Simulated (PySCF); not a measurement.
**Static response to an electric field**

Compound: C₅H₄OS.
Cartesian coordinates in Å at the GFN2-xTB level; atoms count from 1:
```xyz
11
C5H4OS angstrom
O      0.8358   -2.0132   -1.9801
C     -0.1379   -1.6562   -1.3632
C     -0.1630   -0.5576   -0.4232
C      0.8751    0.2681   -0.0571
C      0.4964    1.2347    0.8851
C     -0.8210    1.1388    1.2286
S     -1.6248   -0.1290    0.4115
H     -1.1157   -2.1642   -1.4781
H      1.8641    0.1633   -0.4652
H      1.1652    1.9704    1.2942
H     -1.3686    1.7475    1.9214
```

Level: wB97X-D/def2-SVPD (PySCF), static field, nuclei fixed, core orbitals frozen in the response. The polarisability tensor in these axes (au):

```
x   83.47  2.06 -9.71
y    2.06 79.81 26.40
z   -9.71 26.40 73.45
```

Problem. Give the principal values, the mean and the anisotropy Δα = √{½[(α1 − α2)² + (α2 − α3)² + (α1 − α3)²]}.

Solution. Principal values 47.92, 84.36 and 104.45 au; mean 78.91 au = 11.69 Å³ = 13.01 × 10⁻⁴⁰ C²·m²/J; Δα = 49.63 au (63 % of the mean).

Problem. What is the dipole moment, and where does it point?

Solution. (-1.40, 2.34, 2.43) D, 3.65 D in size, pointing from the negative to the positive side. Measured along this direction, the outermost atoms are O1 at the negative end and H11 at the positive end.

Problem. Give the eigenvalues of the traceless quadrupole moment Θ = ½Σq(3rr − r²1), origin at the centre of nuclear charge.

Solution. -7.81, -2.08, 9.89 D·Å. The values depend on the origin, since the dipole doesn't vanish. The electronic extent ⟨r²⟩ about the same centre is 839 bohr², a root-mean-square distance of 2.01 Å for the 58 electrons.

Problem. Along which axes do the principal values lie, and how far do the nuclei extend along each?

Solution. Largest value along (-0.24, 0.70, 0.67), where the nuclei span 5.79 Å; middle along (0.94, 0.34, -0.01), 3.58 Å; least along (0.24, -0.63, 0.74), 0.00 Å. The response follows the extents in order.

Problem. Molar refractivity from α?

Solution. Lorentz–Lorenz: R = (4π/3)N_A α = 2.5225 cm³/(mol·Å³) × 11.69 Å³ = 29.5 cm³/mol, in the limit of long wavelengths.

One conformer (not necessarily the lowest) at the GFN2-xTB geometry, without solvent, vibrations or thermal averaging.
